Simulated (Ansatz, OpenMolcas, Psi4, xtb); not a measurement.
**A ladder of methods for C3H9In (trimethylindium (TMIn))**

The species is C3H9In (13 atoms), meant as a singlet with charge 0. SMILES: `[CH3][In]([CH3])[CH3]`. Geometry: relaxed at PBE0-D4/def2-TZVP.

Quantity: the HOMO–LUMO gap, in eV. The values are calculated.

| level | kind | program | value (eV) |
| --- | --- | --- | --- |
| GFN1-xTB | semi-empirical | xtb | 5.37 |
| HF/def2-SVP (RICD fitting, core potential) | Hartree–Fock | OpenMolcas | 11.41 |
| SVWN5/def2-SVP (core potential) | LDA | Ansatz | 4.20 |
| revPBE/def2-SVP (core potential) | GGA | Ansatz | 4.33 |
| r2SCAN/def2-SVP (core potential) | meta-GGA | OpenMolcas | 4.78 |
| B3LYP/def2-SVP (core potential) | global hybrid | OpenMolcas | 5.65 |
| M06-2X/def2-SVP (core potential) | hybrid meta-GGA | OpenMolcas | 7.68 |
| wB97X-V/def2-SVP (core potential) | range-separated hybrid | Psi4 | 10.28 |
| B2PLYP/def2-SVP (core potential) | double hybrid | Ansatz | 8.05 |

The values span 4.20 to 11.41 eV. Orbital gaps aren't excitation energies, and those of double hybrids come from the SCF part alone; they tend to grow with the share of exact exchange.
